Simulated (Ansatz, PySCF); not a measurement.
C3H10OSiZn, singlet, at a GFN2-xTB geometry (such geometries of metal compounds can be far from the true shape). Base run: CASSCF(4,5)/STO-3G in PySCF.

The PySCF input:
```python
from pyscf import gto, scf, mcscf
import numpy

mol = gto.M(
    atom='''
Zn   -0.640584   -0.113399   -0.252115
C    -0.820637   -1.698287    1.000598
C    -0.680874   -1.167113    2.420161
C     0.311454   -2.658706    0.664735
H    -1.772079   -2.218872    0.905247
H    -0.644281   -2.004626    3.120056
H     0.238606   -0.594086    2.539503
H    -1.523464   -0.535394    2.694973
H     0.183199   -3.097611   -0.322990
H     0.329169   -3.470302    1.395206
H     1.278836   -2.157783    0.701090
O     0.576857    1.135396   -0.664753
Si    1.350008    2.379743   -1.301311
H     1.359144    2.261160   -2.767108
H     2.717646    2.337769   -0.768985
H     0.676120    3.626772   -0.910136
''',
    basis='sto-3g',
    charge=0,
    spin=0,
    verbose=4,
)

mf = scf.RHF(mol)
mf.kernel()
mc = mcscf.CASSCF(mf, 5, 4)
mc.fix_spin_(ss=0.0)
mc.kernel()
occ = numpy.linalg.eigvalsh(mc.fcisolver.make_rdm1(mc.ci, mc.ncas, mc.nelecas))[::-1]
ss = mc.fcisolver.spin_square(mc.ci, mc.ncas, mc.nelecas)[0]
print('natural occupations', occ.round(4), ' <S^2>', round(ss, 4))
```

Programs used: Ansatz (a program for electronic structure), PySCF; a row that names a program was run with it.

Each row names what was changed in the base input (with any setting that the change needs).

| change | ΔE vs base (kcal/mol) | natural occupations | <S^2> of the state | outcome |
|---|---|---|---|---|
| base | 0.000 | 1.38 1.06 0.94 0.62 0.00 | 0.00 | converged |
| active space = 4 electrons, 4 orbitals | - | - | - | not converged |
| code = ansatz | 36.23 | - | - | converged |
| state_average = 2 states | 1.82 | - | - | converged |
| solver = newton | 0.000 | 1.38 1.06 0.94 0.62 0.00 | 0.00 | converged |
| fix_spin_ = off | 0.000 | 1.38 1.06 0.94 0.62 0.00 | 0.00 | converged |
| orbitals = fixed (CASCI) | 55.54 | 1.99 1.79 0.20 0.02 0.00 | 0.00 | converged |
| conv_tol = 1e-5 | 0.106 | 1.38 1.05 0.95 0.62 0.00 | 0.00 | converged |
| active space = 8 electrons, 9 orbitals | 11.50 | 1.98 1.97 1.97 1.66 0.32 0.04 0.03 0.02 0.01 | 0.00 | converged |
| orbitals = fixed (CASCI); correction = SC-NEVPT2 | -133.3 | 1.99 1.79 0.20 0.02 0.00 | 0.00 | converged |
| active space = 8 electrons, 8 orbitals | - | - | - | not converged |

Active orbitals are taken around the Fermi level unless the row says otherwise; CASSCF can end in different local minima, and two programs can end on different orbitals. State-averaged rows give the lowest state.
